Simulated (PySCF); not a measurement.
Job file and geometry (Å, from GFN2-xTB) of an NMR shielding run on SMILES N#CC[C@H]1[SiH2]C=CS1, C5H7NSSi, GIAO PBE0/pcSseg-1 NMR shielding, non-relativistic, gas phase (PySCF); density fitting, a coarse starting grid and PySCF grid level 2 are the driver's defaults:

```
$ OMP_NUM_THREADS=1 python probes_run.py task.json out

{"job": {"kind": "nmr", "xc": "PBE0", "basis": "pcSseg-1"}, "charge": 0, "multiplicity": 1}
N     -3.256211    -1.464876    -0.153350
C     -2.541227    -0.600772    -0.375586
C     -1.628320     0.483021    -0.624022
C     -0.449149     0.412880     0.350272
Si     0.645581    -1.161730     0.120572
C      2.138003    -0.235771    -0.514574
C      2.040809     1.095850    -0.489678
S      0.606455     1.891212     0.082764
H     -2.172615     1.426765    -0.508961
H     -1.270947     0.418210    -1.656192
H     -0.827080     0.507891     1.368873
H      0.837912    -1.813582     1.416112
H      0.018600    -2.038605    -0.867823
H      3.043128    -0.697087    -0.874743
H      2.810648     1.784583    -0.801232
```

Q: Write the output of this run.

A: 
```
coarse grid: 14080 points
cycle   1  E = -936.4188009222  dE =  1.103e+00  |g| = 4.904e-01  |ddm| = 3.815e+00
cycle   2  E = -936.2744600283  dE =  1.443e-01  |g| = 9.437e-01  |ddm| = 1.228e+00
cycle   3  E = -936.4759218807  dE = -2.015e-01  |g| = 1.371e-01  |ddm| = 8.150e-01
cycle   4  E = -936.4796747093  dE = -3.753e-03  |g| = 5.239e-02  |ddm| = 1.360e-01
cycle   5  E = -936.4802386300  dE = -5.639e-04  |g| = 2.109e-02  |ddm| = 7.139e-02
cycle   6  E = -936.4803611690  dE = -1.225e-04  |g| = 4.319e-03  |ddm| = 2.772e-02
cycle   7  E = -936.4803656579  dE = -4.489e-06  |g| = 1.655e-03  |ddm| = 5.776e-03
final grid: 128312 points
cycle   8  E = -936.5289718186  dE = -1.983e-05  |g| = 9.417e-03  |ddm| = 2.850e-02
cycle   9  E = -936.5289517358  dE =  2.008e-05  |g| = 1.285e-02  |ddm| = 2.198e-02
cycle  10  E = -936.5289941954  dE = -4.246e-05  |g| = 6.956e-04  |ddm| = 1.378e-02
cycle  11  E = -936.5289943165  dE = -1.211e-07  |g| = 1.931e-04  |ddm| = 1.002e-03
cycle  12  E = -936.5289943242  dE = -7.698e-09  |g| = 7.794e-05  |ddm| = 2.145e-04
cycle  13  E = -936.5289943254  dE = -1.229e-09  |g| = 3.531e-05  |ddm| = 8.989e-05
cycle  14  E = -936.5289943257  dE = -2.972e-10  |g| = 1.000e-05  |ddm| = 4.018e-05
converged SCF energy = -936.5289943257

GIAO shielding tensors (ppm)
atom      isotropic    diamagn.    paramagn.     s11        s22        s33       span
  0 N      -32.329     339.493    -371.822   -203.043   -194.971    301.027    504.070
  1 C       63.466     259.731    -196.266    -54.075    -48.221    292.693    346.767
  2 C      164.098     248.453     -84.356    143.937    165.475    182.881     38.944
  3 C      157.036     255.255     -98.218    130.239    153.683    187.186     56.947
  4 Si     362.006     880.799    -518.793    291.323    372.709    421.988    130.665
  5 C       73.077     260.356    -187.279    -22.312     81.118    160.425    182.737
  6 C       27.963     258.664    -230.701    -82.589     38.478    127.999    210.588
  7 S      347.625    1057.378    -709.753    167.721    271.825    603.331    435.610
  8 H       29.058      27.572       1.486     22.984     28.942     35.247     12.262
  9 H       29.423      29.106       0.317     25.206     29.257     33.806      8.600
 10 H       28.734      32.891      -4.157     23.754     27.575     34.873     11.119
 11 H       26.614      29.508      -2.894     22.878     24.408     32.555      9.677
 12 H       26.604      30.103      -3.499     22.662     26.030     31.122      8.460
 13 H       26.187      29.545      -3.359     24.342     24.894     29.324      4.982
 14 H       24.673      29.561      -4.888     22.483     25.259     26.278      3.795
```

Q: Turn these shieldings into chemical shifts. δ = σ(ref) − σ, references computed at the same level: ¹⁵N (σ = 267.73 ppm) vs NH3; ¹³C (σ = 186.93 ppm) and ²⁹Si (σ = 349.16 ppm) and ¹H (σ = 31.72 ppm) vs TMS; ³³S (σ = 503.73 ppm) vs CS2.

A: Averaging equivalent atoms: N 0: 300.1; C 6: 159.0; C 1: 123.5; C 5: 113.8; C 3: 29.9; C 2: 22.8; Si 4: -12.8; S 7: 156; H 14: 7.04; H 13: 5.53; H 12: 5.11; H 11: 5.10; H 10: 2.98; H 8: 2.66; H 9: 2.29 ppm. Experimental scales use liquid or dissolved standards, which lie at an offset from isolated NH3 (liquid NH3: subtract about 20 ppm). Unscaled 15N shifts of sp2 nitrogen come out 20 to 40 ppm too high even then.

Size and cost of the density-fitted run: 185 basis functions, 54 s wall time on 1 thread of an Arm Neoverse N1, shared host; peak memory 0.83 GiB.
